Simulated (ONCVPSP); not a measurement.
# Co (Z = 27): one change to an ONCV potential, before and after

- Element: cobalt (Co)
- Generator: ONCVPSP 4.0.1
- Type: optimised norm-conserving Vanderbilt (ONCV)
- Functional: PBE
- Relativity: scalar-relativistic
- Frozen core: [Ne]
- Valence charge: 17
- Reference configuration: 3s2 3p6 3d8 4s1
- Partial waves: 3s+4s: rc 1.25 bohr, ncon 4, nbas 7, qcut 9.5 1/bohr, 2 projectors; 3p: rc 1.25 bohr, ncon 5, nbas 8, qcut 11 1/bohr, 2 projectors, debl 3.1 Ha; 3d: rc 1.80 bohr, ncon 5, nbas 9, qcut 7.9 1/bohr, 1 projector
- Local potential: polynomial inside 1.00 bohr (lpopt 5, dvloc0 3 Ha)
- Core correction: Teter function, fcfact 3.75, rcfact 1.15

Change: s: rc 1.18.

Cutoffs: the cutoffs (Ha) at which the residual kinetic energy of the hardest occupied pseudo-wave falls to 1 and 0.1 mHa per electron; they do not see the model core or the augmentation charge, which bear on the density cutoff. Errors are all-electron minus pseudo energies relative to the spin-unpolarised reference configuration.

Question: How do hardness, ghosts and transferability respond?

Answer: The potential gets neither clearly harder nor softer (37 Ha and 79 Ha → 37 Ha and 79 Ha); the errors of the 4 common tests hardly move; neither file shows a bound ghost.

```tsv
quantity	base	changed
cutoff, loose	37 Ha	37 Ha
cutoff, tight	79 Ha	79 Ha
loose cutoff by channel	s 33 Ha, p 37 Ha, d 30 Ha	s 35 Ha, p 37 Ha, d 30 Ha
bound ghosts	none	none
GHOST(+) flags under 300 eV	s at 103.4 eV	none
error for 3s2 3p6 3d7 4s2, meV [ΔE 1.20 eV]	+34	+34
error for 3s2 3p6 3d7 4s1, meV [ΔE 10.23 eV]	+8.6	+8.6
error for 3s2 3p6 3d7 4s0, meV [ΔE 27.02 eV]	-24	-24
error for 3s2 3p6 3d6 4s2, meV [ΔE 16.39 eV]	+230	+230
p: phases at 1.27 bohr within 0.05 rad from the reference energy up to (Ha; the scan ends near 5)	to the end of the scan	to the end of the scan
d: phases at 1.82 bohr within 0.05 rad from the reference energy up to (Ha; the scan ends near 5)	0.7	0.7
rms error of d²Exc/dni dnj with the model core, mHa	1.39	1.34
```
